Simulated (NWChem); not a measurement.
Molecule: C₃H₇NSi; SMILES C#C[C@H](N)[SiH3]

```xyz
12

C     -0.7519    -2.3889     0.1611
C     -0.2192    -1.3314    -0.1551
C      0.4352    -0.0555    -0.4485
N      1.7521     0.1522     0.1793
Si    -0.6824     1.4289     0.0611
H     -1.2228    -3.3243     0.4281
H      0.5556     0.0470    -1.5514
H      2.4042    -0.5780    -0.1401
H      1.6615     0.0081     1.1944
H     -0.0984     2.7016    -0.4835
H     -0.7180     1.4884     1.5640
H     -2.0774     1.2416    -0.4673
```
Atoms are numbered in this order, from 1.

Program: NWChem. Pople sets run with spherical d functions. Structure relaxed at the PBE-D3(BJ)/def2-SVP level. No frequency run checked for a minimum. Ions are spin-unrestricted doublets at the neutral geometry; other ion states weren't tried. Functional: LC-ωPBE (HJS hole) with 6-31G*; rows give the range parameter ω in 1/bohr.

```tsv
range parameter (1/bohr)	vertical ionisation energy, ΔSCF (eV)	−ε(HOMO) (eV)	ΔSCF minus −ε(HOMO) (eV)
0.10	8.81	7.02	1.79
0.15	8.92	7.67	1.25
0.20	9.06	8.24	0.82
0.25	?	?	?
0.40	9.63	9.84	-0.21
```

Complete the blanks.


- 0.25, vertical ionisation energy, ΔSCF (eV): 9.21
- 0.25, −ε(HOMO) (eV): 8.74
- 0.25, ΔSCF minus −ε(HOMO) (eV): 0.47
